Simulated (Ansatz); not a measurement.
Basis sets compared for FeSn₁₉H₂₈. The state is a singlet with charge 0. Geometry PBE-D4/def2-SVP. Ansatz on 4 threads of AMD EPYC 7R13 on a shared host and a share (37 GiB) of an NVIDIA H100 80GB HBM3; times are rough, and most runs start from earlier orbitals.

```xyz
48

Fe   -1.247    0.183    0.197
Sn   -3.025   -3.976    1.148
Sn    4.027   -2.272   -1.384
Sn   -5.843   -1.440   -0.596
Sn    3.282    1.385   -4.498
Sn   -5.009   -0.131    3.302
Sn   -1.211   -0.663    2.569
Sn   -2.530    2.166   -0.733
Sn    0.258   -0.287   -1.509
Sn    2.957    0.628    2.199
Sn    1.694    3.670   -0.906
Sn    6.116    1.706   -1.089
Sn   -5.388   -2.579    1.936
Sn    2.363   -0.999   -3.289
Sn   -0.406   -2.753    0.275
Sn    4.957   -0.344    0.452
Sn   -3.002   -1.205   -0.863
Sn    4.038    3.093   -2.387
Sn   -3.188    1.561    1.915
Sn    0.657    1.785    0.982
H    -3.553   -5.165   -0.019
H    -2.419   -4.890    2.504
H     5.304   -3.067   -2.256
H     3.039   -3.505   -0.656
H    -6.514   -2.381   -1.890
H    -6.619    0.113   -0.589
H     4.568    0.890   -5.557
H     1.976    1.954   -5.492
H    -4.440   -0.353    4.930
H    -6.561    0.658    3.417
H    -2.317   -1.802    3.319
H    -0.093   -0.225    3.833
H    -3.977    2.142   -1.707
H    -1.923    3.800   -0.824
H     2.546   -0.775    3.145
H     3.831    1.689    3.271
H     0.541    3.899   -2.199
H     1.972    5.256   -0.242
H     7.214    1.066   -2.276
H     7.021    2.787   -0.075
H    -6.663   -3.541    2.641
H     1.526   -2.114   -4.337
H    -0.050   -2.428    2.070
H     6.217   -1.165    1.337
H    -2.636   -2.257   -2.248
H     4.667    4.525   -3.159
H    -2.276    2.443    3.127
H     0.120    2.921    2.213
```

In the def2 sets Sn takes a core potential; there is no spin–orbit coupling. Single mean-field runs in def2-SVP, def2-TZVP are fitted with def2-universal-jkfit. The restricted singlet is unstable towards broken spin symmetry in Hartree–Fock (as tested in another run); at PBE-D4/def2-SVP, PBE-D4/def2-TZVP, PBE0-D4/def2-SVP, PBE0-D4/def2-TZVP this wasn't settled. No other spin state of charge 0 was run. Another isomer (singlet) lies 0.09 eV lower at PBE0-D4/def2-TZVP; other spin states weren't run for this one.

Binding counts from free atoms (Fe quintet, Sn triplet, H doublet) in the same basis, without a counterpoise term.

```json
{"level": "PBE-D4/def2-SVP (with forces)", "functions": "665", "energy (Eh)": "-5352.1193", "HOMO (eV)": "-4.88", "LUMO (eV)": "-3.69", "binding per atom (eV)": "2.44", "wall time": "7 s"}
{"level": "PBE0-D4/def2-SVP", "functions": "665", "energy (Eh)": "-5352.2553", "HOMO (eV)": "-5.71", "LUMO (eV)": "-3.16", "binding per atom (eV)": "2.36", "wall time": "9.5 s"}
```

Question: Estimate the rows for PBE-D4/def2-TZVP, PBE0-D4/def2-TZVP.

Answer: 
```tsv
level	functions	energy (Eh)	HOMO (eV)	LUMO (eV)	binding per atom (eV)	wall time
PBE-D4/def2-TZVP	1163	-5352.4544	-4.95	-3.76	2.44	9.5 s
PBE0-D4/def2-TZVP	1163	-5352.5705	-5.74	-3.19	2.38	15 s
```
